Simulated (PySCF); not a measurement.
A run with a changed setting

The sound run of [Nd(H2O)2]3+ (singlet in the valence; each metal's 4f electrons, 3 of them, lie in its core potential, out of spins and levels) uses PySCF 2.14.0, RKS PBE0, Nd lcecp-1-SVP with ECP49, O def2-SVP, H def2-SVP; non-relativistic Hamiltonian with scalar-relativistic core potentials where named; density fitting; no spin-orbit coupling, grid (50, 194), threshold 1e-8 and 55 cycles at the relaxed geometry. This run, with dm0 from free metal ions and neutral atoms, differs:

```python
mol = gto.M(atom='''
Nd    -0.38839    -1.06376    -0.01443
O      0.01212     0.15571     1.87434
H      0.46821     1.03126     1.97355
H     -0.21761    -0.07654     2.81222
O      0.10631     0.17086    -1.87230
H      0.63360    -0.10565    -2.66747
H     -0.17334     1.09425    -2.10593''',
    basis={'Nd': 'lcecp-1-SVP', 'O': 'def2-SVP', 'H': 'def2-SVP'},
    ecp={'Nd': 'lcecp-1-SVP'},
    charge=4, spin=0)
mf = dft.RKS(mol, xc='PBE0')
mf.grids.atom_grid = (50, 194)  # f atoms: unpruned, at least (60, 302)
mf = mf.density_fit()  # fitting sets: Nd AutoAux, O def2-universal-JKFIT, H def2-universal-JKFIT
mf.conv_tol = 1e-08; mf.max_cycle = 94
mf.kernel(dm0)
```

What was changed, and how did it end?

The charge was changed. The program refused it. The cycle limit differs too. These settings are unsound on purpose: the numbers aren't the compound's.
```
RuntimeError: Electron number 27 and spin 0 are not consistent
Note mol.spin = 2S = Nalpha - Nbeta, not 2S+1
```

Run from Python with OMP_NUM_THREADS=2; the lines above give its settings.

An lcecp potential fixes the number of 4f electrons, so in runs with it no electron can move into or out of that shell.
